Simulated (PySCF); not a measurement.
Choosing a molecule for a target property.

All species are isolated and taken at one optimised geometry, non-relativistic unless stated. Electronic properties by PySCF.

Dipoles, sizes and rotational constants follow the conformer. The torsions of the flexible species, by atom-mapped SMILES:
- `[CH3:1][CH2:2][C@H:3]([S:4][CH3:5])[C:6]([CH3:7])([CH3:8])[CH3:9]`: C1–C2–C3–S4 -66°, C2–C3–S4–C5 118°, C2–C3–C6–C7 59°
- `[CH3:1][S:2][CH2:3][P@:4]([CH3:5])(=[O:6])[CH2:7][C:8]#[N:9]`: C1–S2–C3–P4 -78°, S2–C3–P4–C5 -170°, C3–P4–C7–C8 -62°
- `[O:1]=[CH:2][c:3]1[n:4][n:5][cH:6][n:7]1[CH:8]1[CH2:9][CH2:10]1`: O1–C2–C3–N4 -178°, C6–N7–C8–C9 -77°
- `[CH3:1][CH2:2][N:3]([CH3:4])[c:5]1[cH:6][cH:7][cH:8][cH:9][cH:10]1`: C1–C2–N3–C4 81°, C2–N3–C5–C6 174°

Question: Wanted: HOMO energy below -6.5 eV (PBE0/pcSseg-1) and dipole moment above 3 D (PBE0/pcSseg-1), at GFN2-xTB geometries. Which candidate meets both?
A. `O=Cc1nncn1C1CC1`
B. `c1c(N(C)CC)cccc1`
C. `CSC[P@](C)(=O)CC#N`
D. `CC[C@H](SC)C(C)(C)C`

Answer: A. Computed values:
| species | HOMO energy | dipole moment |
| --- | --- | --- |
| O=Cc1nncn1C1CC1 | -7.62 eV | 4.52 D |
| CSC[P@](C)(=O)CC#N | -6.78 eV | 1.91 D |
| CC[C@H](SC)C(C)(C)C | -6.17 eV | 1.51 D |
| c1c(N(C)CC)cccc1 | -5.46 eV | 2.11 D |
